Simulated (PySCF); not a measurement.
# C3H13PSi3: core ionisation energies

Species: C3H13PSi3.
Atom-mapped SMILES: `[PH2:1][SiH:2]1[CH2:3][SiH2:4][CH2:5][SiH2:6][CH2:7]1`

Level of theory: delta-SCF UKS SCAN, pcX-2 on the ionised atom, pcseg-1 elsewhere, spin-free X2C in PySCF 2.14.0. These are vertical core ionisation energies against the vacuum level, from separate self-consistent calculations with and without the core hole.

**Question.** Give the core binding energies atom by atom.

**Answer.** 
```tsv
atom(s)	environment	level	binding energy (eV)	2p1/2 (eV)	above the level's lowest (eV)	count
P1	three-coordinate phosphorus	P 1s	2149.45	–	0.00	1
Si4/Si6	SiH2 silicon	Si 1s	1846.05	–	+0.04	2
Si2	SiH silicon	Si 1s	1846.01	–	0.00	1
C5	sp3 carbon bound to silicon	C 1s	289.66	–	+0.01	1
C3/C7	sp3 carbon bound to silicon	C 1s	289.65	–	0.00	2
P1	three-coordinate phosphorus	P 2p3/2	135.91	136.81	0.00	1
Si4/Si6	SiH2 silicon	Si 2p3/2	106.25	106.87	+0.04	2
Si2	SiH silicon	Si 2p3/2	106.21	106.83	0.00	1
```

The 2 C 1s values lie within 0.01 eV of each other; Gaussian lines of 0.5 eV full width would blend them into one maximum.

The 2 Si 1s values lie within 0.04 eV of each other; Gaussian lines of 0.5 eV full width would blend them into one maximum.

The 2 Si 2p3/2 values lie within 0.04 eV of each other.

**Question.** Which effective nuclear charge Zeff reproduces each element's mean 1s value in the hydrogen-like formula E = 13.606 eV × Zeff²?

**Answer.** C (Z = 6): mean 289.7 eV, Zeff = 4.61, Z − Zeff = 1.39; Si (Z = 14): mean 1846.0 eV, Zeff = 11.65, Z − Zeff = 2.35; P (Z = 15): mean 2149.4 eV, Zeff = 12.57, Z − Zeff = 2.43. Means run over the listed sites, weighted by atom count.

**Question.** Which photon wavelength matches the Si 1s of Si2 threshold?

**Answer.** λ = hc/E = 12398.42 eV Å / 1846.01 eV = 6.716 Å.

One atom of each set of topologically equivalent atoms was ionised and stands for the set; in this conformer not all members are related by symmetry, and their own values weren't computed. For 2p shells one spin-free hole was relaxed; a mean-field spin–orbit operator and the ground-state splitting of the three 2p orbitals were then diagonalised within the shell. The shell's mean is (2 × 2p3/2 + 2p1/2)/3, and the degeneracies 2j + 1 give areas of 2:1. 2p1/2 minus 2p3/2 (ligand field included): P 0.89 eV, Si 0.62 eV. Isolated species at its PBE0-D3(BJ)/def2-SVP geometry (one conformer only).
